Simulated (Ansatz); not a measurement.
Born–Oppenheimer molecular dynamics of C2H5AlF2S (11 atoms, charge 0, multiplicity 1). It starts from a relaxed structure.

Computed with RKS PBE0-D4/STO-3G in Ansatz.

| Item | Value |
| --- | --- |
| ensemble | NVT, Nosé–Hoover chain |
| time step | 0.25 fs |
| steps asked | 600 |
| set temperature | 700 K |
| thermostat | time constant 300 fs, chain length 3 |
| seed | 930056 |

First frame:

```xyz
11
Properties=species:S:1:pos:R:3
C -0.271 -0.610 1.553
C -0.499 -0.498 0.009
F -0.973 -1.700 -0.481
F 0.877 -0.393 -0.601
S -1.320 0.986 -0.616
Al 0.625 1.165 -1.589
H 0.291 -1.522 1.796
H -1.248 -0.645 2.051
H 0.279 0.268 1.916
H 1.582 2.152 -0.997
H 0.724 0.740 -3.021
```

How far do the bonds stretch over the last three quarters of this one trajectory? (Pairs bonded in most of those frames.)


```
   bond  mean (Å)  spread (Å)  shortest  longest
  C1–C2     1.566       0.011      1.55     1.60
  C1–H7     1.100       0.023      1.06     1.14
  C1–H8     1.100       0.025      1.05     1.15
  C1–H9     1.099       0.026      1.06     1.14
  C2–F3     1.390       0.008      1.37     1.40
  C2–F4     1.520       0.026      1.48     1.58
  C2–S5     1.805       0.022      1.77     1.85
 F4–Al6     1.880       0.042      1.81     1.96
 S5–Al6     2.187       0.045      2.11     2.26
Al6–H10     1.500       0.015      1.48     1.53
Al6–H11     1.502       0.008      1.48     1.52
```

Mean temperature of the second half: 340 K. The conserved energy stayed within 0.053 meV per atom of its start (net change 0.017 meV per atom), so the integration is sound. The mean temperature of the second half is 51 % below the set value. A run of 0.15 ps of so small a system gives no equilibrium averages. Limits of this set-up: minimal basis.

The run took 12 min on 1 thread of AMD EPYC 9R45 96-Core Processor (Zen 5), with other jobs on the host, peak memory 0.14 GiB.
